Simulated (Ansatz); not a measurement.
Calculated with Ansatz (gas phase, PBE0-D4/def2-TZVP geometries, no zero-point term in ΔE). CBS: MP2 limit from def2 TZ/QZ plus the TZ coupled-cluster correction, frozen cores. This one scheme is used for every species. DFT in def2-TZVPP. B3LYP here is the variant with VWN-RPA as its local correlation; programs differ in this. For Br outer-core shells are correlated without core-valence functions, which leaves a few kJ/mol of doubt a bond. Scalar relativity is left out up to krypton. One conformer a species, not always the lowest.

Reaction (formal exchange of groups at the Si–Br bond): `N[Si](N)(O)Br` + SiH₄ → `N[Si](N)(O)[SiH3]` + HBr

`N[Si](N)(O)Br`:

```xyz
10

N    -1.274   -0.247    0.893
Si   -0.006   -0.146   -0.215
N     0.921    1.219    0.163
O     0.673   -1.634   -0.170
Br   -0.547    0.196   -2.375
H    -1.815    0.567    1.129
H    -1.790   -1.104    1.003
H     1.421    1.730   -0.544
H     1.304    1.346    1.085
H     1.111   -1.928   -0.970
```

SiH₄:

Cartesian coordinates in Å:
```
Si 0.000 0.000 0.000
H -0.570 -1.285 -0.476
H -0.668 1.127 -0.698
H 1.456 0.033 -0.289
H -0.217 0.126 1.463
```

`N[Si](N)(O)[SiH3]`:

Z-matrix (Å, degrees):
```
Si
N 1 1.709
O 1 1.651 2 118.7
N 1 1.719 2 103.8 3 117.8
Si 1 2.344 2 107.5 3 -116.0
H 2 1.006 1 121.6 3 75.1
H 2 1.008 1 121.2 3 -77.4
H 3 0.960 1 116.5 2 63.4
H 4 1.008 1 119.4 2 48.1
H 4 1.008 1 119.2 2 -170.2
H 5 1.491 1 110.2 2 -66.8
H 5 1.491 1 111.9 2 52.6
H 5 1.489 1 111.3 2 173.6
```

HBr:

Cartesian coordinates in Å:
```
Br -0.598 -0.370 0.097
H 0.598 0.370 -0.097
```

```json
{"level": "PBE-D4", "ΔE (kJ/mol)": "108.2", "difference from CCSD(T)/CBS": "-16.2"}
{"level": "B3LYP-D4", "ΔE (kJ/mol)": "120.8", "difference from CCSD(T)/CBS": "-3.6"}
{"level": "ωB97X-V", "ΔE (kJ/mol)": "122.7", "difference from CCSD(T)/CBS": "-1.7"}
{"level": "ωB97M-V", "ΔE (kJ/mol)": "129.3", "difference from CCSD(T)/CBS": "4.9"}
{"level": "B2PLYP", "ΔE (kJ/mol)": "125.5", "difference from CCSD(T)/CBS": "1.1"}
{"level": "PBE", "ΔE (kJ/mol)": "108.6", "difference from CCSD(T)/CBS": "-15.8"}
{"level": "r2SCAN", "ΔE (kJ/mol)": "123.8", "difference from CCSD(T)/CBS": "-0.6"}
{"level": "PBE0", "ΔE (kJ/mol)": "117.0", "difference from CCSD(T)/CBS": "-7.4"}
{"level": "B3LYP", "ΔE (kJ/mol)": "121.1", "difference from CCSD(T)/CBS": "-3.3"}
{"level": "HF/def2-TZVPP", "ΔE (kJ/mol)": "142.0", "difference from CCSD(T)/CBS": "17.6"}
{"level": "MP2/def2-TZVPP", "ΔE (kJ/mol)": "132.0", "difference from CCSD(T)/CBS": "7.6"}
{"level": "SCS-MP2/def2-TZVPP", "ΔE (kJ/mol)": "130.6", "difference from CCSD(T)/CBS": "6.2"}
{"level": "CCSD(T)/def2-TZVPP", "ΔE (kJ/mol)": "120.8", "difference from CCSD(T)/CBS": "-3.6"}
{"level": "SCS-MP2/def2-QZVPP", "ΔE (kJ/mol)": "132.2", "difference from CCSD(T)/CBS": "7.8"}
{"level": "MP2/CBS(def2)", "ΔE (kJ/mol)": "135.6", "difference from CCSD(T)/CBS": "11.2"}
{"level": "CCSD/CBS(def2)", "ΔE (kJ/mol)": "126.5", "difference from CCSD(T)/CBS": "2.1"}
{"level": "CCSD(T)/CBS", "ΔE (kJ/mol)": "124.4", "difference from CCSD(T)/CBS": "0"}
```

Largest T1 diagnostic among the species: 0.012.

From PBE to PBE0 (25 % exact exchange), in def2-TZVPP and without D4, ΔE moves by +8.4 kJ/mol. In def2-TZVPP, CCSD(T) changes the Hartree–Fock value by −21.2 kJ/mol (the triples alone add −2.1 kJ/mol) and MP2 by −10.0 kJ/mol.
